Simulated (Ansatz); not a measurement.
C2H8B2OSi (`BC1([SiH2]C)BO1`), relaxed with RKS PBE-D4/def2-SVP in Ansatz from a rough embedded geometry. The force threshold is 0.03 eV/Å; the program also tests the step.

Total charge 0; spin multiplicity 1.

Start:

```xyz
14

B     0.278   -1.914   -0.239
C    -0.644   -0.735    0.193
Si    0.136    0.771    0.894
C     1.175    1.691   -0.370
B    -2.058   -0.568   -0.503
O    -1.773   -1.118    0.896
H     1.096   -1.808   -1.023
H    -0.043   -3.029    0.168
H     1.012    0.425    2.094
H    -0.880    1.739    1.373
H     0.575    1.886   -1.252
H     1.994    0.938   -0.705
H     1.637    2.485    0.022
H    -2.505   -0.762   -1.548
```

(1) How much energy does the relaxation release, and in how many steps? (Estimate.)

(2) Which bonds change most? (Estimate.)

(3) Give the relaxed structure. (Estimate.)

## Answers

(1) Computed: 47.16 kcal/mol, in 19 steps.

(2) Computed: C2–O6 from 1.384 to 1.606 Å; B5–O6 from 1.530 to 1.318 Å; C4–H13 from 0.999 to 1.109 Å; B1–H7 from 1.138 to 1.219 Å.

(3) Ansatz gave: 
```xyz
14

B     0.256   -1.864   -0.493
C    -0.531   -0.802    0.239
Si    0.058    0.906    0.826
C     1.410    1.542   -0.325
B    -2.054   -0.878   -0.152
O    -1.807   -1.319    1.066
H     1.157   -1.506   -1.232
H    -0.032   -3.043   -0.414
H     0.558    0.783    2.241
H    -1.118    1.851    0.845
H     1.045    1.597   -1.370
H     2.293    0.873   -0.303
H     1.733    2.556   -0.016
H    -2.969   -0.695   -0.911
```
